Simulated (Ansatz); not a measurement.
B₃P₂, relaxed as a doublet with UKS PBE-D4/def2-SVP in Ansatz, starting from the GFN2-xTB geometry. Force threshold 0.02 eV/Å.

The relaxation made no stability test and no search for a lower SCF solution. Another isomer (doublet) lies 2.02 eV lower at PBE0-D4/def2-TZVP; other spin states weren't run for this one.

Start:

Cartesian coordinates in Å:
```
B -0.709 1.065 0.065
B 0.791 0.806 0.261
B -1.063 -0.398 -0.236
P 0.321 -0.915 1.022
P 0.660 -0.559 -1.112
```

Problem. Estimate the energy that the relaxation releases and the steps that it takes.

Solution. 4.9 kcal/mol, in 5 steps; 3.7 s on 4 threads of Arm Neoverse V1 on a shared host. No frequencies were taken in this run, so the end may be a saddle point.

Problem. Does the start keep its bonding and symmetry?

Solution. By distances, no bond broke or formed. The bond that changes most is P4–P5, from 2.19 to 2.32 Å (atoms count from 1). Point group C2v at the start, C2v at the end, both within 0.05 Å.

Problem. Predict the relaxed structure.

Solution. 
Cartesian coordinates in Å:
```
B -0.7452 1.1195 0.0686
B 0.8149 0.7665 0.2576
B -1.0357 -0.4349 -0.2373
P 0.3029 -0.9148 1.0880
P 0.6630 -0.5364 -1.1769
```
Bond lengths: 4 × B–P 1.94 Å; 2 × B–B 1.61 Å; 1 × P–P 2.32 Å.
